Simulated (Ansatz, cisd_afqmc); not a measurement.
System: P, charge 0, quartet.

Total energies in def2-QZVPPD, 5 correlated electrons, 5 frozen orbitals. UHF or UKS for unpaired electrons; spin-orbit terms are left out. Cores are frozen in correlated methods. No relativity. AFQMC/CISD: phaseless, guided by CISD from CCSD amplitudes; bars are statistical, one sigma. Outlying blocks are dropped, and bars are widened where a walk drifts. Over all cases where full CI ran beside it in this data, AFQMC minus full CI had a median of +0.1 mEh and passed +0.4 mEh in a tenth of the cases. Full CI freezes restricted core orbitals and the other rows unrestricted ones, which leaves a small offset even where coupled cluster is exact.

```csv
method,program,energy (Eh),error against FCI (mEh)
HF,Ansatz,-340.71905,110.80
MP2,Ansatz,-340.80873,21.12
CCSD,Ansatz,-340.82446,5.39
CCSD(T),Ansatz,-340.82908,0.77
CCSDT(Q),Ansatz,-340.82999,-0.14
AFQMC/CISD,cisd_afqmc,-340.8298 ± 0.0002,0.1 ± 0.2
FCI,Ansatz,-340.82985,0.00
```

Ansatz is a quantum-chemistry and plane-wave program.
